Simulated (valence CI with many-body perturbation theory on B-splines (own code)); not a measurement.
Sm XLIX: electric-dipole lines

Level of theory: valence CI with perturbative core correlation (CI+MBPT): four valence electrons over a frozen Dirac-Fock core [Ne], radial functions for each j: 11 s, 11 p, 10 d, 8 f, 5 g, 2 h, with the one-electron correlation potential Σ1 (screened to all orders), the two-electron term Σ2, the three-electron term Σ3, Breit, model QED; selected single and double excitations, second order for the rest, scaled by the run's own slope (own B-spline code, finite nucleus).

The last digits are not significant, and no measured levels were compared; by estimate large intervals hold to a few tenths of a per cent, small ones and those within an open d or f shell to about a per cent. Among the levels kept, up to 590 cm⁻¹ of a level comes from second order outside the variational space, and about a tenth of that is noise between levels of different J, which matters for small intervals.

Lines 151 to 200 of 548 in falling wavelength, among levels below 7901.8 × 10³ cm⁻¹, chosen from the strongest by gf and those to the six lowest levels. Wavelengths and rates use the calculated energies. Electric multipoles are in the length gauge, E1 and E2 with the static RPA response of the core. Weak lines are less certain than strong ones. Lines between different terms over intervals too small for the method are left out, as are lines whose strength nearly cancels. The highest levels of a list are the least certain.

Levels are named by their leading jj configuration (3d3/2^4 stands for four electrons in 3d with j = 3/2), which in mixed levels can hold well under half, so a name can repeat and another be missing. Letters in brackets count levels of one name in rising energy.

| λ vac (Å) | Upper | Lower | A (s⁻¹) | log gf | Branch % |
| --- | --- | --- | --- | --- | --- |
| 54.43 | (3p1/2^2 3p3/2 3d5/2) J=3 | (3s 3p1/2 3p3/2 3d3/2) J=2 [a] | 1.66e+11 | -0.29 | 57.6 |
| 54.41 | (3s 3p1/2 3p3/2 3d5/2) J=2 [c] | (3s 3p1/2 3p3/2^2) J=2 [b] | 6.29e+10 | -0.86 | 12.4 |
| 54.36 | (3s 3p1/2 3d3/2 3d5/2) J=2 [c] | (3s 3p1/2 3p3/2 3d3/2) J=1 [b] | 9.25e+10 | -0.69 | 9.5 |
| 54.30 | (3s 3p1/2 3p3/2 3d5/2) J=1 [a] | (3s 3p1/2 3p3/2^2) J=0 | 1.03e+11 | -0.86 | 34.6 |
| 54.12 | (3s 3p1/2 3d3/2 3d5/2) J=2 [a] | (3s 3p1/2 3p3/2 3d3/2) J=2 [b] | 4.06e+10 | -1.05 | 7.0 |
| 54.06 | (3s 3p1/2 3d3/2 3d5/2) J=4 [c] | (3s 3p1/2 3p3/2 3d5/2) J=4 [a] | 3.37e+10 | -0.88 | 5.0 |
| 54.05 | (3s 3p1/2 3d3/2 3d5/2) J=5 | (3s 3p1/2 3p3/2 3d3/2) J=4 | 1.28e+11 | -0.21 | 80.6 |
| 53.96 | (3s 3p1/2 3p3/2 3d5/2) J=2 [c] | (3s 3p1/2 3p3/2^2) J=1 [a] | 1.50e+11 | -0.48 | 29.6 |
| 53.83 | (3p1/2 3p3/2^2 3d3/2) J=4 | (3s 3p1/2 3p3/2 3d5/2) J=3 [d] | 2.32e+10 | -1.04 | 3.1 |
| 53.80 | (3s 3p1/2 3d3/2 3d5/2) J=4 [c] | (3s 3p1/2 3p3/2 3d3/2) J=3 [b] | 1.34e+11 | -0.28 | 20.0 |
| 53.65 | (3p1/2^2 3p3/2 3d5/2) J=1 | (3s 3p1/2 3p3/2 3d3/2) J=0 [a] | 7.38e+10 | -1.02 | 22.4 |
| 53.60 | (3s 3p1/2 3d5/2^2) J=2 [b] | (3s 3p1/2 3p3/2 3d5/2) J=2 [b] | 7.05e+10 | -0.82 | 16.8 |
| 53.59 | (3s 3p3/2^2 3d5/2) J=2 [a] | (3s 3p3/2^3) J=2 | 1.57e+11 | -0.47 | 22.8 |
| 53.34 | (3s^2 3d5/2^2) J=4 | (3s^2 3p3/2 3d5/2) J=4 | 3.41e+10 | -0.88 | 16.4 |
| 53.06 | (3s 3p3/2^2 3d5/2) J=2 [c] | (3s 3p3/2^3) J=1 | 4.43e+11 | -0.03 | 30.9 |
| 53.02 | (3s 3p1/2 3d3/2 3d5/2) J=2 [a] | (3s 3p1/2 3p3/2 3d3/2) J=1 [a] | 7.81e+10 | -0.78 | 13.4 |
| 52.92 | (3s 3p3/2^2 3d3/2) J=4 | (3s^2 3p3/2 3d5/2) J=3 | 4.20e+10 | -0.80 | 4.8 |
| 52.81 | (3s 3p1/2 3p3/2 3d5/2) J=3 [b] | (3s 3p1/2 3p3/2^2) J=2 [a] | 1.16e+11 | -0.47 | 33.1 |
| 52.80 | (3s 3p1/2 3d5/2^2) J=5 | (3s 3p1/2 3p3/2 3d5/2) J=5 | 5.96e+10 | -0.56 | 30.9 |
| 52.71 | (3s 3p1/2 3d5/2^2) J=2 [a] | (3s 3p1/2 3p3/2 3d5/2) J=2 [a] | 1.92e+11 | -0.40 | 56.1 |
| 52.68 | (3s 3p1/2 3p3/2 3d5/2) J=4 [c] | (3s 3p1/2 3p3/2^2) J=3 | 1.28e+11 | -0.32 | 33.1 |
| 52.67 | (3s 3p1/2^2 3d5/2) J=2 | (3s 3p1/2^2 3p3/2) J=2 | 2.90e+10 | -1.22 | 24.3 |
| 52.47 | (3s 3p1/2 3d5/2^2) J=3 [a] | (3s 3p1/2 3p3/2 3d5/2) J=3 [a] | 9.64e+10 | -0.55 | 32.7 |
| 52.43 | (3s 3p3/2^2 3d5/2) J=2 [b] | (3s 3p3/2^3) J=2 | 2.82e+11 | -0.24 | 35.6 |
| 52.42 | (3s^2 3p3/2 3d5/2) J=3 | (3s^2 3p3/2^2) J=2 | 3.52e+11 | 0.01 | 97.9 |
| 52.26 | (3s 3p1/2 3d5/2^2) J=1 [a] | (3s 3p1/2 3p3/2 3d3/2) J=1 [e] | 6.72e+10 | -1.08 | 13.5 |
| 52.25 | (3s^2 3d5/2^2) J=2 | (3s^2 3p3/2 3d5/2) J=2 | 2.02e+11 | -0.38 | 56.9 |
| 52.11 | (3s 3p3/2^2 3d5/2) J=3 [c] | (3s 3p3/2^3) J=2 | 3.82e+11 | 0.04 | 36.0 |
| 51.11 | (3s 3p1/2 3d3/2 3d5/2) J=3 [b] | (3s 3p1/2 3p3/2 3d3/2) J=3 [a] | 4.50e+10 | -0.91 | 16.6 |
| 50.98 | (3s^2 3p3/2 3d5/2) J=1 | (3s^2 3p3/2^2) J=2 | 6.39e+10 | -1.13 | 26.3 |
| 50.89 | (3s 3p1/2 3d5/2^2) J=2 [b] | (3s 3p1/2 3p3/2 3d5/2) J=3 [a] | 5.61e+10 | -0.96 | 13.4 |
| 50.58 | (3s 3p1/2 3d5/2^2) J=4 [a] | (3s 3p1/2 3p3/2 3d5/2) J=4 [a] | 6.47e+10 | -0.65 | 16.1 |
| 50.46 | (3s 3p1/2 3d3/2 3d5/2) J=4 [c] | (3s 3p1/2 3p3/2 3d3/2) J=4 | 2.34e+10 | -1.10 | 3.5 |
| 50.41 | (3s 3p1/2 3d5/2^2) J=4 [b] | (3s 3p1/2 3p3/2 3d5/2) J=5 | 2.89e+10 | -1.00 | 9.9 |
| 50.40 | (3s 3p1/2 3p3/2 3d5/2) J=3 [c] | (3s 3p1/2 3p3/2^2) J=2 [a] | 1.57e+11 | -0.38 | 30.2 |
| 50.32 | (3s 3p1/2 3d3/2 3d5/2) J=2 [b] | (3s 3p1/2 3p3/2 3d3/2) J=3 [a] | 4.97e+10 | -1.03 | 17.2 |
| 50.11 | (3s 3p3/2^2 3d5/2) J=1 [b] | (3s 3p3/2^3) J=2 | 8.08e+10 | -1.04 | 6.3 |
| 49.84 | (3s 3p1/2 3p3/2 3d5/2) J=3 [d] | (3s 3p1/2 3p3/2^2) J=3 | 5.70e+10 | -0.83 | 9.0 |
| 49.83 | (3s 3p1/2 3d5/2^2) J=3 [b] | (3s 3p1/2 3p3/2 3d5/2) J=2 [a] | 3.97e+10 | -0.99 | 9.3 |
| 49.82 | (3s 3p3/2^2 3d3/2) J=0 | (3s^2 3p3/2 3d5/2) J=1 | 2.13e+11 | -1.10 | 15.2 |
| 49.78 | (3s 3p1/2 3d5/2^2) J=1 [b] | (3s 3p1/2 3p3/2 3d5/2) J=2 [b] | 7.70e+10 | -1.07 | 15.2 |
| 49.56 | (3s 3p3/2^2 3d5/2) J=4 [a] | (3s^2 3p3/2 3d5/2) J=3 | 1.69e+11 | -0.25 | 37.8 |
| 49.07 | (3p1/2 3p3/2^2 3d5/2) J=3 [a] | (3s 3p1/2 3p3/2 3d5/2) J=2 [d] | 1.03e+11 | -0.59 | 12.2 |
| 48.44 | (3s 3p1/2 3p3/2 3d5/2) J=2 [d] | (3s 3p1/2 3p3/2^2) J=3 | 4.57e+10 | -1.10 | 4.6 |
| 47.89 | (3p1/2 3p3/2^2 3d5/2) J=3 [a] | (3s 3p1/2 3p3/2 3d5/2) J=2 [c] | 7.37e+10 | -0.75 | 8.7 |
| 47.71 | (3p1/2 3p3/2^2 3d5/2) J=3 [a] | (3s 3p1/2 3p3/2 3d5/2) J=3 [d] | 3.21e+10 | -1.11 | 3.8 |
| 47.09 | (3p1/2 3p3/2^2 3d5/2) J=4 [b] | (3s 3p1/2 3p3/2 3d5/2) J=3 [d] | 1.44e+11 | -0.37 | 19.4 |
| 46.99 | (3s 3p1/2 3p3/2^2) J=2 [a] | (3s^2 3p1/2 3p3/2) J=2 | 9.01e+09 | -1.83 | 4.0 |
| 46.85 | (3s 3p1/2 3p3/2 3d5/2) J=2 [a] | (3s^2 3p1/2 3d5/2) J=2 | 9.94e+10 | -0.79 | 46.0 |
| 46.50 | (3s 3p3/2^2 3d5/2) J=0 | (3s^2 3p3/2 3d5/2) J=1 | 4.23e+11 | -0.86 | 46.9 |

How does gf follow from A for the line at 53.06 Å?

gf = 1.4992 × (2J+1)_upper × A / σ², with σ = 1884773 cm⁻¹ and 2J+1 = 5: gf = 0.935.
